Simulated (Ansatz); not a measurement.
Start from `BrC[SiH2]Br` and change one atom or group to get `ClC[SiH2]Br`.

Ansatz, PBE0-D4/def2-TZVP geometries, multiplicity 1. Each molecule was computed in one conformer, which needn't be the lowest.

Scalar relativity is left out up to krypton.

```json
{"property": "HOMO energy (PBE/def2-TZVPP) / eV", "`BrC[SiH2]Br`": "-6.83"}
{"property": "HOMO energy (PBE0/def2-TZVPP) / eV", "`BrC[SiH2]Br`": "-8.08"}
{"property": "size of the dipole moment (ωB97M-V/def2-TZVPP) / D", "`BrC[SiH2]Br`": "0.56"}
{"property": "size of the dipole moment (PBE/def2-TZVPP) / D", "`BrC[SiH2]Br`": "0.60"}
{"property": "HOMO–LUMO gap (PBE0/def2-TZVPP) / eV", "`BrC[SiH2]Br`": "7.37"}
{"property": "HOMO energy (ωB97M-V/def2-TZVPP) / eV", "`BrC[SiH2]Br`": "-10.27"}
```

(1) Give the same properties after the change, and the shifts. (An estimate is asked.)

Results:

(1) Computed: 
```
                                          property  `ClC[SiH2]Br`  shift
                 HOMO energy (PBE/def2-TZVPP) / eV          -6.90  -0.07
                HOMO energy (PBE0/def2-TZVPP) / eV          -8.22  -0.14
size of the dipole moment (ωB97M-V/def2-TZVPP) / D           2.22   1.66
    size of the dipole moment (PBE/def2-TZVPP) / D           2.07   1.47
              HOMO–LUMO gap (PBE0/def2-TZVPP) / eV           7.94   0.57
             HOMO energy (ωB97M-V/def2-TZVPP) / eV         -10.45  -0.18
```

With PBE0 the HOMO falls by 0.14 eV and the LUMO rises by 0.42 eV, so the gap widens by about 0.56 eV. PBE moves the HOMO by -0.07 eV and ωB97M-V by -0.18 eV. Dipoles are sizes alone; their direction can turn.

Spin–orbit coupling is left out; it splits and shifts lone-pair levels of the heavy atoms by tenths of an eV.
